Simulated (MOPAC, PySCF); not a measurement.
Constitutional and geometric isomers with formula C2H6N2. Isolated molecules, 0 K electronic values unless said otherwise. One relaxed conformer stands for each flexible species; it need not be the lowest. Strings in code marks are SMILES.

Quantity: electronic energy of isomers of C2H6N2 relative to `[H]/N=C(/C)N`, in eV. Semi-empirical values (MOPAC) are differences of heats of formation.

Level 1: PBE-D3(BJ)/def2-TZVP // B3LYP-D3(BJ)/def2-TZVP (PySCF)
Level 2: PBE/6-31G* // B3LYP-D3(BJ)/def2-TZVP (PySCF)
Level 3: SVWN5/6-31G* // B3LYP-D3(BJ)/def2-TZVP (PySCF)
Level 4: AM1 // B3LYP-D3(BJ)/def2-TZVP (MOPAC)

```json
[
 {"species": "`C/N=C/N`", "level 1": "0.338", "level 2": "0.230", "level 3": "0.235", "level 4": "?"},
 {"species": "`C/N=C\\N`", "level 1": "0.421", "level 2": "0.320", "level 3": "0.313", "level 4": "0.171"},
 {"species": "`[H]/N=C\\NC` (C–N–C–N torsion 6°)", "level 1": "0.419", "level 2": "0.329", "level 3": "0.329", "level 4": "0.282"},
 {"species": "`C1NCN1`", "level 1": "1.63", "level 2": "1.44", "level 3": "?", "level 4": "1.41"},
 {"species": "`C=NCN`", "level 1": "?", "level 2": "1.03", "level 3": "?", "level 4": "0.72"},
 {"species": "`C=C(N)N`", "level 1": "?", "level 2": "0.50", "level 3": "0.410", "level 4": "?"}
]
```

**Question.** Fill in the missing entries.

**Answer.** 
- `C/N=C/N`, level 4: 0.338
- `C1NCN1`, level 3: 1.34
- `C=NCN`, level 1: 1.12
- `C=NCN`, level 3: 1.13
- `C=C(N)N`, level 1: 0.366
- `C=C(N)N`, level 4: 0.232
